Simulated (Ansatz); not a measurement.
Geometry optimisation, Ansatz 0.2.0, RKS PBE-D4/STO-3G.

The input (input.yaml):

```yaml
crystal:
  periodic: [false, false, false]
  atoms:
    - { symbol: Si, position_ang: [0.0, 0.0, 0.0] }
    - { symbol: C, position_ang: [0.0, 0.0, 1.87] }
    - { symbol: H, position_ang: [-0.9996, -0.3092, 2.2405] }
    - { symbol: H, position_ang: [0.7676, -0.7111, 2.2405] }
    - { symbol: H, position_ang: [0.232, 1.0203, 2.2405] }
    - { symbol: H, position_ang: [1.3768, 0.0, -0.4862] }
    - { symbol: "N", position_ang: [-0.8572, 1.4851, -0.6061] }
    - { symbol: C, position_ang: [-2.2719, 1.4087, -0.9981] }
    - { symbol: H, position_ang: [-2.8245, 0.7784, -0.2704] }
    - { symbol: H, position_ang: [-2.7088, 2.429, -1.0098] }
    - { symbol: H, position_ang: [-2.3521, 0.9607, -2.0106] }
    - { symbol: C, position_ang: [-0.1354, 2.762, -0.7039] }
    - { symbol: H, position_ang: [-0.2436, 3.1711, -1.73] }
    - { symbol: H, position_ang: [-0.5567, 3.4827, 0.0276] }
    - { symbol: H, position_ang: [0.9399, 2.5975, -0.4831] }
    - { symbol: Si, position_ang: [-1.0456, -1.8115, -0.7393] }
    - { symbol: H, position_ang: [-1.7029, -2.4846, 0.3772] }
    - { symbol: H, position_ang: [-2.0454, -1.4265, -1.7311] }
    - { symbol: H, position_ang: [-0.0777, -2.7173, -1.3511] }
basis:
  gaussian: { orbitals: STO-3G }
hamiltonian:
  xc: pbe
  dispersion: d4
relax:
  f_tol: 0.02
  max_steps: 40
```

Launched with:

```bash
$ ansatz run input.yaml --threads 1 --pin off --max-ram 2048MiB --backend cpu --events-out ev --progress --plain --runs-dir out
```

Q: Where does it end, and by what steps?

A: It converged. The force dipped under the threshold on the way, but the program's further checks kept it going. Limits of this set-up: minimal basis. After 32 steps the energy has fallen by 0.476 eV; H10 moved furthest, 1.46 Å.

```tsv
step	energy less start (eV)	largest force component (eV/Å)	accepted
0	0.0000	2.072	yes
2	-0.2453	0.201	yes
4	-0.2793	0.471	yes
6	-0.3379	0.160	yes
8	-0.3991	0.635	yes
10	-0.4480	0.665	no
12	-0.4565	0.203	no
14	-0.4619	0.025	yes
16	-0.4635	0.074	yes
18	-0.4656	0.117	yes
20	-0.4688	0.161	yes
22	-0.4728	0.056	yes
24	-0.4743	0.048	yes
26	-0.4753	0.034	yes
28	-0.4746	0.087	no
30	-0.4757	0.035	yes
32	-0.4759	0.016	yes
```

```xyz
19
Properties=species:S:1:pos:R:3
Si -0.002 -0.012 -0.147
C -0.058 0.218 1.732
H -1.092 0.205 2.116
H 0.496 -0.591 2.238
H 0.400 1.174 2.032
H 1.398 0.054 -0.552
N -0.805 1.322 -1.058
C -2.280 1.440 -0.778
H -2.771 0.464 -0.976
H -2.535 1.748 0.268
H -2.724 2.195 -1.462
C -0.158 2.661 -0.816
H -0.602 3.412 -1.505
H -0.276 3.054 0.225
H 0.927 2.585 -1.035
Si -0.945 -1.977 -0.752
H -2.279 -2.126 -0.187
H -1.055 -2.099 -2.198
H -0.142 -3.092 -0.270
```

Time of the run: 2.4 min on 1 thread of Arm Neoverse V2, with other jobs on the host, peak memory 0.14 GiB.
